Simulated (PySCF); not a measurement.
C₂HF₃O, SMILES FC(C=O)(F)F. Geometry optimised at PBE-D3(BJ)/def2-SVP.

Computed equilibrium geometry at PBE-D3(BJ)/def2-SVP (PySCF confirms it by a frequency run) as a Z-matrix, and its point group:
point group Cs.
```
C
F 1 1.3349
F 1 1.3522 2 109.22
F 1 1.3522 2 109.22 3 117.99
C 1 1.5465 2 112.18 4 121.00
O 5 1.2051 1 123.00 2 0.00
H 5 1.1295 6 124.34 1 -180.00
```
